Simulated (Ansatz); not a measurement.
`Cc1csc(-c2sc(-c3sc(-c4sc(-c5sc(-c6sc(-c7sccc7C)cc6C)cc5C)cc4C)cc3C)cc2C)c1`. Total charge 0; singlet. Geometry PBE-D4/def2-SVP; atoms count from 1.

Cartesian coordinates in Å:
```
C -10.302 -0.166 -3.030
C -8.922 0.067 -2.481
C -8.299 -0.747 -1.548
S -6.717 -0.187 -1.131
C -6.840 1.172 -2.236
C -5.740 2.101 -2.374
S -4.105 1.560 -2.052
C -3.436 3.150 -2.362
C -2.018 3.380 -2.228
S -1.068 2.340 -1.183
C 0.424 3.167 -1.588
C 1.674 2.726 -1.021
S 1.817 1.087 -0.414
C 3.469 1.343 0.112
C 4.191 0.285 0.773
S 3.303 -0.981 1.600
C 4.773 -1.826 2.047
C 4.702 -3.066 2.780
S 3.241 -4.030 2.698
C 3.881 -5.238 3.795
C 3.129 -6.407 4.188
S 3.929 -7.633 5.160
C 2.503 -8.606 5.224
C 1.463 -8.024 4.530
C 1.798 -6.770 3.928
C 0.825 -5.958 3.122
C 5.178 -4.884 4.173
C 5.656 -3.670 3.616
C 7.009 -3.095 3.925
C 5.885 -1.113 1.593
C 5.577 0.074 0.875
C 6.623 0.961 0.264
C 3.874 2.639 -0.216
C 2.879 3.429 -0.853
C 3.097 4.861 -1.249
C 0.157 4.220 -2.467
C -1.209 4.353 -2.836
C -1.703 5.393 -3.801
C -4.456 4.028 -2.731
C -5.758 3.454 -2.742
C -7.000 4.233 -3.070
C -8.082 1.159 -2.869
H -10.284 -0.270 -4.135
H -10.757 -1.084 -2.611
H -10.978 0.683 -2.796
H -8.698 -1.654 -1.078
H 2.514 -9.556 5.771
H 0.466 -8.479 4.444
H 0.712 -4.928 3.523
H 1.147 -5.854 2.064
H -0.175 -6.432 3.122
H 5.773 -5.495 4.867
H 7.430 -3.551 4.842
H 7.734 -3.280 3.103
H 6.960 -1.997 4.073
H 6.914 -1.469 1.728
H 6.326 1.306 -0.746
H 6.806 1.871 0.878
H 7.589 0.427 0.177
H 4.862 3.037 0.046
H 2.229 5.496 -0.978
H 3.248 4.970 -2.345
H 3.996 5.274 -0.753
H 0.943 4.861 -2.885
H -2.193 6.243 -3.279
H -0.865 5.811 -4.391
H -2.449 4.973 -4.506
H -4.280 5.091 -2.939
H -7.329 4.065 -4.119
H -7.846 3.945 -2.415
H -6.824 5.321 -2.954
H -8.370 1.895 -3.630
```

Single mean-field runs in def2-SVP are fitted with def2-universal-jkfit.

Estimate the Mulliken populations of the heavy atoms from the PBE0/def2-SVP orbitals of Ansatz.


```
atom  charge (e)
  C1        0.01
  C2       -0.12
  C3       -0.13
  S4        0.11
  C5       -0.15
  C6       -0.11
  S7        0.14
  C8       -0.11
  C9       -0.10
 S10        0.14
 C11       -0.10
 C12       -0.10
 S13        0.14
 C14       -0.10
 C15       -0.10
 S16        0.14
 C17       -0.10
 C18       -0.10
 S19        0.11
 C20       -0.09
 C21       -0.11
 S22        0.10
 C23       -0.10
 C24       -0.02
 C25       -0.12
 C26        0.01
 C27       -0.05
 C28       -0.09
 C29        0.01
 C30       -0.04
 C31       -0.10
 C32        0.01
 C33       -0.03
 C34       -0.10
 C35        0.01
 C36       -0.04
 C37       -0.10
 C38        0.01
 C39       -0.03
 C40       -0.10
 C41        0.01
 C42        0.01
```
Mulliken values depend strongly on the basis.

And the Mayer bond orders between heavy atoms (over 0.3, the first 40 of 48)?

C1–C2 1.07 (1.50 Å); C2–C3 1.56 (1.39 Å); C2–C42 1.26 (1.43 Å); C3–S4 1.14 (1.73 Å); S4–C5 1.14 (1.76 Å); C5–C6 1.13 (1.45 Å); C5–C42 1.50 (1.39 Å); C6–S7 1.12 (1.75 Å); C6–C40 1.51 (1.40 Å); S7–C8 1.12 (1.75 Å); C8–C9 1.14 (1.44 Å); C8–C39 1.47 (1.40 Å); C9–S10 1.11 (1.75 Å); C9–C37 1.50 (1.40 Å); S10–C11 1.12 (1.75 Å); C11–C12 1.15 (1.44 Å); C11–C36 1.47 (1.40 Å); C12–S13 1.11 (1.75 Å); C12–C34 1.50 (1.41 Å); S13–C14 1.12 (1.75 Å); C14–C15 1.14 (1.44 Å); C14–C33 1.47 (1.40 Å); C15–S16 1.11 (1.75 Å); C15–C31 1.50 (1.40 Å); S16–C17 1.12 (1.75 Å); C17–C18 1.14 (1.44 Å); C17–C30 1.47 (1.40 Å); C18–S19 1.11 (1.75 Å); C18–C28 1.49 (1.41 Å); S19–C20 1.12 (1.75 Å); C20–C21 1.17 (1.44 Å); C20–C27 1.46 (1.40 Å); C21–S22 1.14 (1.76 Å); C21–C25 1.48 (1.40 Å); S22–C23 1.16 (1.73 Å); C23–C24 1.54 (1.38 Å); C24–C25 1.28 (1.43 Å); C25–C26 1.09 (1.50 Å); C27–C28 1.31 (1.42 Å); C28–C29 1.09 (1.50 Å).
